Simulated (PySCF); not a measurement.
## Telling isomers of C6H11FOSi apart by NMR

Theoretical values (PySCF 2.14.0 with density-fitted response routines): geometry: GFN2-xTB, σ from GIAO-PBE0/pcSseg-1. Non-relativistic Hamiltonian, no solvent model, one computed conformer, fast rotation and ring inversion assumed for equivalent nuclei.

References, each an isolated molecule treated in the same way: $^{1}$H (σref 31.72) and $^{13}$C (σref 186.93) vs TMS. Splittings of carbon signals by F and P are missing where no couplings were computed. Where no couplings were computed, multiplicities follow the n + 1 count of equivalent neighbours, and m marks all less simple cases (inequivalent or close neighbours, rings, F or P nearby). Shifts are as computed. Against solution values, carbons near 30 ppm lie about +3 ppm off and those near 130 ppm about +5 ppm. Of 1211 compounds with measured shifts, 218 miss one by over three times the rms of a fit or turn the order of signals round; such compounds aren't used in these exercises.

(1) Tabulate the signals of `C=C(C)[SiH2][C@H](F)C(C)=O`, `C=C(C)C[SiH2]O/C=C/F`, `CO[SiH2]/C=C/C=C(\C)F`, `C=C(C)[C@@]1(F)[SiH2][C@@H]1OC` and their relative energies.

(2) What is the quickest way to tell C=C(C)[SiH2][C@H](F)C(C)=O from C=C(C)[C@@]1(F)[SiH2][C@@H]1OC?

(3) What is the quickest way to tell C=C(C)C[SiH2]O/C=C/F from CO[SiH2]/C=C/C=C(\C)F?

(4) What is the quickest way to tell CO[SiH2]/C=C/C=C(\C)F from C=C(C)[C@@]1(F)[SiH2][C@@H]1OC?

Answers

(1) 
```json
{"SMILES": "C=C(C)[SiH2][C@H](F)C(C)=O", "carbon types": "2×C 1×CH 1×CH2 2×CH3", "δC": "215.9, 148.8, 139.1, 99.9, 31.8, 28.8", "δH": "6.24 (br s, 1H), 5.71 (br s, 1H), 5.40 (m, 1H), 4.57 (m, 1H), 4.29 (m, 1H), 2.28 (s, 3H), 2.21 (s, 3H)", "E rel. (kcal/mol)": "11.0"}
{"SMILES": "C=C(C)C[SiH2]O/C=C/F", "carbon types": "1×C 2×CH 2×CH2 1×CH3", "δC": "147.9, 147.5, 142.0, 116.9, 30.1, 28.0", "δH": "7.16 (m, 1H), 7.08 (m, 1H), 5.07 (m, 1H), 5.01 (m, 1H), 4.96 (t, 2H), 2.24 (t, 2H), 1.81 (s, 3H)", "E rel. (kcal/mol)": "9.6"}
{"SMILES": "CO[SiH2]/C=C/C=C(\\C)F", "carbon types": "1×C 3×CH 2×CH3", "δC": "173.7, 148.5, 127.7, 118.9, 54.2, 17.0", "δH": "6.99 (m, 1H), 6.12 (m, 1H), 5.43 (m, 1H), 5.15 (d, 2H), 3.91 (s, 3H), 2.20 (m, 3H)", "E rel. (kcal/mol)": "0.0"}
{"SMILES": "C=C(C)[C@@]1(F)[SiH2][C@@H]1OC", "carbon types": "2×C 1×CH 1×CH2 2×CH3", "δC": "161.9, 103.6, 90.3, 75.2, 64.3, 22.7", "δH": "4.65 (m, 1H), 3.84 (m, 1H), 3.62 (s, 3H), 3.59 (m, 1H), 3.57 (m, 1H), 2.80 (m, 1H), 2.24 (s, 3H)", "E rel. (kcal/mol)": "57.8"}
```

Energies are electronic energies at PBE0/pcSseg-1 on these geometries, without zero-point or thermal terms, each for the one conformer computed, which needn't be the lowest.

(2) Both give the same number of carbon signals, with the same numbers of each carbon type, so the positions decide. The first has a ketone carbonyl carbon (C) at 215.9 ppm, the second a three-membered-ring carbon (C) at 90.3 ppm. Their most deshielded carbons lie at 215.9 and 161.9 ppm. In the proton spectra the most deshielded non-exchanging signals are 6.24 (br s, 1H) and 4.65 (m, 1H).

(3) Both give the same number of carbon signals, but DEPT or the intensities differ. The first has a terminal =CH2 carbon at 116.9 ppm, the second a methyl carbon bonded to O (CH3) at 54.2 ppm. Their most deshielded carbons lie at 147.9 and 173.7 ppm.

(4) Both give the same number of carbon signals, but DEPT or the intensities differ. The first has an alkene CH at 148.5 ppm, the second a terminal =CH2 carbon at 103.6 ppm. Their most deshielded carbons lie at 173.7 and 161.9 ppm. In the proton spectra the most deshielded non-exchanging signals are 6.99 (m, 1H) and 4.65 (m, 1H).
